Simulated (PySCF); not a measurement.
C2H10Si2.

```xyz
14

Si     0.0530    -2.3125     0.0000
C     -0.5665    -0.5231     0.0000
C      0.5665     0.5231     0.0000
Si    -0.0530     2.3125     0.0000
H      0.8918    -2.5631    -1.2106
H     -1.0892    -3.2748     0.0000
H      0.8918    -2.5631     1.2106
H     -1.2198    -0.3868    -0.8803
H     -1.2198    -0.3868     0.8803
H      1.2198     0.3868     0.8803
H      1.2198     0.3868    -0.8803
H     -0.8918     2.5631    -1.2106
H      1.0892     3.2748     0.0000
H     -0.8918     2.5631     1.2106
```

Coordinates come from a B3LYP-D3(BJ)/def2-SVP optimisation. One conformer was computed; it need not be the lowest.

Calculation: PBE/pcSseg-1 run with PySCF. Non-relativistic, no solvent.

Computed absolute GIAO shielding of each atom: isotropic value and principal components (ppm):
```
atom  σ(iso)    σ11    σ22    σ33  span
----  ------  -----  -----  -----  ----
Si1    398.8  366.3  371.4  458.7  92.4
C2     172.2  160.3  169.0  187.4  27.1
C3     172.2  160.3  169.0  187.4  27.1
Si4    398.8  366.3  371.4  458.7  92.4
H5      27.4   24.4   25.7   32.0   7.7
H6      27.1   23.8   24.9   32.6   8.9
H7      27.4   24.4   25.7   32.0   7.7
H8      30.5   25.4   29.9   36.0  10.6
H9      30.5   25.4   29.9   36.0  10.6
H10     30.5   25.4   29.9   36.0  10.6
H11     30.5   25.4   29.9   36.0  10.6
H12     27.4   24.4   25.7   32.0   7.7
H13     27.1   23.8   24.9   32.6   8.9
H14     27.4   24.4   25.7   32.0   7.7
```
